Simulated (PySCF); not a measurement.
cyclopentadiene (C₅H₆), singlet, at a GFN2-xTB geometry; BLYP/STO-3G in PySCF.

PySCF was given this input:
```python
from pyscf import gto, scf, dft

mol = gto.M(
    atom='''
C    -0.955990    0.740467   -0.180421
C     0.319283    1.146548   -0.139709
C     1.207952   -0.029505    0.097978
C     0.236621   -1.160126    0.184798
C    -1.007342   -0.692511    0.021173
H    -1.824880    1.354959   -0.336010
H     0.692112    2.147815   -0.254419
H     1.788391    0.078958    1.016814
H     1.922853   -0.169607   -0.715792
H     0.537096   -2.177839    0.354121
H    -1.918717   -1.263520    0.032363
''',
    basis='sto-3g',
    charge=0,
    spin=0,
    verbose=4,
    symmetry=True,
)

mf = dft.RKS(mol)
mf.xc = 'blyp'
mf.kernel()
mf.analyze()
```

Q: Write the output that PySCF gives for this input, abridged.

A: 
```
PySCF version 2.14.0

[INPUT] verbose = 4
[INPUT] num. atoms = 11
[INPUT] num. electrons = 36
[INPUT] charge = 0
[INPUT] spin (= nelec alpha-beta = 2S) = 0
[INPUT] symmetry True subgroup None
[INPUT] Mole.unit = angstrom
[INPUT] Symbol           X                Y                Z      unit          X                Y                Z       unit  Magmom
[INPUT]  1 C     -0.955990000000   0.740467000000  -0.180421000000 AA   -1.806559277823   1.399279834278  -0.340946277120 Bohr   0.0
[INPUT]  2 C      0.319283000000   1.146548000000  -0.139709000000 AA    0.603357426230   2.166661708668  -0.264011747137 Bohr   0.0
[INPUT]  3 C      1.207952000000  -0.029505000000   0.097978000000 AA    2.282698451621  -0.055756369305   0.185151586233 Bohr   0.0
[INPUT]  4 C      0.236621000000  -1.160126000000   0.184798000000 AA    0.447148885321  -2.192320409987   0.349217608367 Bohr   0.0
[INPUT]  5 C     -1.007342000000  -0.692511000000   0.021173000000 AA   -1.903600493772  -1.308656128249   0.040011171235 Bohr   0.0
[INPUT]  6 H     -1.824880000000   1.354959000000  -0.336010000000 AA   -3.448523410196   2.560501420015  -0.634966875115 Bohr   0.0
[INPUT]  7 H      0.692112000000   2.147815000000  -0.254419000000 AA    1.307902127525   4.058782116233  -0.480782230886 Bohr   0.0
[INPUT]  8 H      1.788391000000   0.078958000000   1.016814000000 AA    3.379569193637   0.149208995343   1.921499979623 Bohr   0.0
[INPUT]  9 H      1.922853000000  -0.169607000000  -0.715792000000 AA    3.633665547798  -0.320510778809  -1.352650842155 Bohr   0.0
[INPUT] 10 H      0.537096000000  -2.177839000000   0.354121000000 AA    1.014964342599  -4.115519253397   0.669191704957 Bohr   0.0
[INPUT] 11 H     -1.918717000000  -1.263520000000   0.032363000000 AA   -3.625849640547  -2.387706752910   0.061157206569 Bohr   0.0

nuclear repulsion = 157.907745039738
point group symmetry = Cs
symmetry origin: [-5.24923923e-08  2.09969569e-07 -4.72431531e-07]
symmetry axis x: [-0.03548529 -0.98962539  0.13922062]
symmetry axis y: [ 0.99643066 -0.02435894  0.08082434]
symmetry axis z: [ 0.07659455 -0.14159177 -0.98695747]
num. orbitals of irrep A' = 25
num. orbitals of irrep A" = 6
number of shells = 21
number of NR pGTOs = 93
number of NR cGTOs = 31
basis = sto-3g
ecp = {}

******** <class 'pyscf.dft.rks_symm.SymAdaptedRKS'> ********
method = SymAdaptedRKS
initial guess = minao
damping factor = 0
level_shift factor = 0
DIIS = <class 'pyscf.scf.diis.CDIIS'>
diis_start_cycle = 1
diis_space = 8
diis_damp = 0
SCF conv_tol = 1e-09
SCF conv_tol_grad = None
SCF max_cycles = 50
direct_scf = True
direct_scf_tol = 1e-13
XC library pyscf.dft.libxc version 7.1.2
    S. Lehtola, C. Steigemann, M. J. T. Oliveira, and M. A. L. Marques,  SoftwareX 7, 1–5 (2018)
XC functionals = blyp
    A. D. Becke,  Phys. Rev. A 38, 3098 (1988)
    C. Lee, W. Yang, and R. G. Parr,  Phys. Rev. B 37, 785 (1988)
    B. Miehlich, A. Savin, H. Stoll, and H. Preuss,  Chem. Phys. Lett. 157, 200 (1989)
radial grids:
    Treutler-Ahlrichs [JCP 102, 346 (1995); DOI:10.1063/1.469408] (M4) radial grids

becke partition: Becke, JCP 88, 2547 (1988); DOI:10.1063/1.454033
pruning grids: <function nwchem_prune>
grids dens level: 3
symmetrized grids: True
atomic radii adjust function: <function treutler_atomic_radii_adjust>
small_rho_cutoff = 0
Freeze 0 electrons in irreps []
    36 free electrons in irreps A' A"
Set gradient conv threshold to 3.16228e-05
Initial guess from minao.
tot grids = 129440
init E= -192.277251168765
HOMO (A") = -0.212684220401305  LUMO (A") = -0.04106955637781  gap/eV = 4.66987
cycle= 1 E= -191.59428615266  delta_E= 0.683  |g|= 0.171  |ddm|= 4.52
HOMO (A") = -0.0847302001743965  LUMO (A") = 0.0773450280227944  gap/eV = 4.41029
cycle= 2 E= -191.596289040463  delta_E= -0.002  |g|= 0.154  |ddm|= 0.503
HOMO (A") = -0.114778147047165  LUMO (A") = 0.0504602027335057  gap/eV = 4.49636
cycle= 3 E= -191.603734768676  delta_E= -0.00745  |g|= 0.0632  |ddm|= 0.272
HOMO (A") = -0.117182709077992  LUMO (A") = 0.0482224040518999  gap/eV = 4.50090
cycle= 4 E= -191.604974586184  delta_E= -0.00124  |g|= 0.00878  |ddm|= 0.0852
HOMO (A") = -0.116885362326873  LUMO (A") = 0.0485736745337541  gap/eV = 4.50237
cycle= 5 E= -191.604998325372  delta_E= -2.37e-05  |g|= 0.00196  |ddm|= 0.0122
HOMO (A") = -0.116783682957817  LUMO (A") = 0.0486443289121762  gap/eV = 4.50153
cycle= 6 E= -191.604999486514  delta_E= -1.16e-06  |g|= 0.000192  |ddm|= 0.00276
HOMO (A") = -0.116794148786337  LUMO (A") = 0.0486311944708173  gap/eV = 4.50145
cycle= 7 E= -191.604999498354  delta_E= -1.18e-08  |g|= 5.09e-06  |ddm|= 0.000277
HOMO (A") = -0.116794548521544  LUMO (A") = 0.0486310010597913  gap/eV = 4.50146
cycle= 8 E= -191.604999498362  delta_E= -7.84e-12  |g|= 4.34e-06  |ddm|= 1.49e-05
HOMO (A") = -0.116794573385835  LUMO (A") = 0.0486309264395386  gap/eV = 4.50146
Extra cycle  E= -191.604999498319  delta_E= 4.3e-11  |g|= 1.2e-05  |ddm|= 2.29e-05
converged SCF energy = -191.604999498319
**** SCF Summaries ****
Total Energy =                        -191.604999498319160
Nuclear Repulsion Energy =             157.907745039737790
One-electron Energy =                 -570.730064158964865
Two-electron Energy =                  221.217319620907944
Two-electron Coulomb Energy =          250.478023187560382
DFT Exchange-Correlation Energy =      -29.260703566652431
HOMO-LUMO gap [eV] =                     4.501457133299684
Wave-function symmetry = A'
occupancy for each irrep:     A'   A"
                              15    3
**** MO energy ****
MO #1 (A' #1), energy= -9.76263537428257 occ= 2
MO #2 (A' #2), energy= -9.72775377702226 occ= 2
MO #3 (A' #3), energy= -9.72672741774074 occ= 2
MO #4 (A' #4), energy= -9.72320806399333 occ= 2
MO #5 (A' #5), energy= -9.72308672519147 occ= 2
MO #6 (A' #6), energy= -0.727189310863415 occ= 2
MO #7 (A' #7), energy= -0.590540808792465 occ= 2
MO #8 (A' #8), energy= -0.583277263361716 occ= 2
MO #9 (A' #9), energy= -0.449748274372814 occ= 2
MO #10 (A' #10), energy= -0.428536856404417 occ= 2
MO #11 (A' #11), energy= -0.417210766260761 occ= 2
MO #12 (A" #1), energy= -0.351053746758366 occ= 2
MO #13 (A' #12), energy= -0.299405025133516 occ= 2
MO #14 (A' #13), energy= -0.27815976044772 occ= 2
MO #15 (A' #14), energy= -0.26467940243302 occ= 2
MO #16 (A' #15), energy= -0.263419556922351 occ= 2
MO #17 (A" #2), energy= -0.204892108958815 occ= 2
MO #18 (A" #3), energy= -0.116794573385835 occ= 2
MO #19 (A" #4), energy= 0.0486309264395386 occ= 0
MO #20 (A" #5), energy= 0.161987423000101 occ= 0
MO #21 (A' #16), energy= 0.334806528526513 occ= 0
MO #22 (A' #17), energy= 0.341543713388662 occ= 0
MO #23 (A' #18), energy= 0.373425424819008 occ= 0
MO #24 (A' #19), energy= 0.409338423109173 occ= 0
MO #25 (A" #6), energy= 0.423342725288392 occ= 0
MO #26 (A' #20), energy= 0.431398000442378 occ= 0
 ** Mulliken pop on meta-lowdin orthogonal AOs  **
 ** Mulliken pop  **
pop of  0 C 1s            1.99960
pop of  0 C 2s            1.03203
pop of  0 C 2px           1.02347
pop of  0 C 2py           0.99373
pop of  0 C 2pz           1.01352
pop of  1 C 1s            1.99960
pop of  1 C 2s            1.03921
pop of  1 C 2px           1.00752
pop of  1 C 2py           0.99115
pop of  1 C 2pz           1.01907
pop of  2 C 1s            1.99951
pop of  2 C 2s            1.01893
pop of  2 C 2px           1.02481
pop of  2 C 2py           1.00804
pop of  2 C 2pz           1.03380
pop of  3 C 1s            1.99960
pop of  3 C 2s            1.03921
pop of  3 C 2px           1.00451
pop of  3 C 2py           0.99319
pop of  3 C 2pz           1.02002
pop of  4 C 1s            1.99960
pop of  4 C 2s            1.03203
pop of  4 C 2px           1.02327
pop of  4 C 2py           0.99387
pop of  4 C 2pz           1.01360
pop of  5 H 1s            0.95227
pop of  6 H 1s            0.95370
pop of  7 H 1s            0.93258
pop of  8 H 1s            0.93258
pop of  9 H 1s            0.95370
pop of  10 H 1s           0.95227
 ** Mulliken atomic charges  **
charge of    0C =     -0.06234
charge of    1C =     -0.05657
charge of    2C =     -0.08509
charge of    3C =     -0.05654
charge of    4C =     -0.06237
charge of    5H =      0.04773
charge of    6H =      0.04630
charge of    7H =      0.06742
charge of    8H =      0.06742
charge of    9H =      0.04630
charge of   10H =      0.04773
Dipole moment(X, Y, Z, Debye):  0.54195, -0.01328,  0.04396
```
